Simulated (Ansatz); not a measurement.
Start from `CO[SiH](N)O[SiH3]` and change one atom or group to get `CO[SiH2]N`.

Ansatz, PBE0-D4/def2-TZVP geometries, multiplicity 1. Each molecule was computed in one conformer, which needn't be the lowest.

```
                                        property  `CO[SiH](N)O[SiH3]`
size of the dipole moment (B3LYP/def2-TZVPP) / D                 1.60
               LUMO energy (PBE/def2-TZVPP) / eV                -0.57
               HOMO energy (PBE/def2-TZVPP) / eV                -6.21
  size of the dipole moment (PBE/def2-TZVPP) / D                 1.64
              HOMO energy (PBE0/def2-TZVPP) / eV                -7.66
             HOMO energy (B3LYP/def2-TZVPP) / eV                -7.40
```

What does the change do to each property? (Estimate.)

The calculation gave: 
```csv
property,`CO[SiH2]N`,shift
size of the dipole moment (B3LYP/def2-TZVPP) / D,2.06,0.46
LUMO energy (PBE/def2-TZVPP) / eV,-0.12,0.45
HOMO energy (PBE/def2-TZVPP) / eV,-6.14,0.07
size of the dipole moment (PBE/def2-TZVPP) / D,2.05,0.41
HOMO energy (PBE0/def2-TZVPP) / eV,-7.61,0.05
HOMO energy (B3LYP/def2-TZVPP) / eV,-7.35,0.05
```

With PBE0 the HOMO rises by 0.05 eV and the LUMO rises by 0.40 eV, so the gap widens by about 0.35 eV. PBE moves the HOMO by 0.07 eV and ωB97M-V by 0.04 eV. Dipoles are sizes alone; their direction can turn.

B3LYP here is the variant with VWN-RPA as its local correlation; programs differ in this.
